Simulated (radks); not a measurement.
Q: All-electron atom: the rhenium ion Re2+ in [Xe] 4f14 5d5. Calculated with a radial shooting solver on a logarithmic mesh with Libxc functionals: scalar-relativistic Kohn-Sham, Wu-Cohen GGA, spin-unpolarised, spherical densities, point nucleus. Some entries of the table are withheld. Estimate them.

orbital,occ.,eigenvalue (Ry),<1/r> (bohr^-1),r(max) (bohr)
1s,2,(1),88.79,0.01124
2s,2,-914.4019,20.77,0.06452
2p,6,-798.1572,18.75,0.05302
3s,2,-212.6285,7.692,0.1820
3p,6,-178.3563,7.085,0.1803
3d,10,-139.4979,6.690,(2)
4s,2,-45.32706,3.275,0.4126
4p,6,-34.08568,2.972,0.4330
4d,10,-19.98381,2.648,(3)
5s,2,-7.49054,1.294,0.9371
5p,6,(4),(5),1.060
4f,14,-4.33331,2.164,0.4166
5d,5,-1.57664,0.7291,(6)

A: 
(1) 1s eigenvalue (Ry): -5268.248
(2) 3d r(max) (bohr): 0.1469
(3) 4d r(max) (bohr): 0.4432
(4) 5p eigenvalue (Ry): -4.68055
(5) 5p <1/r> (bohr^-1): 1.090
(6) 5d r(max) (bohr): 1.408
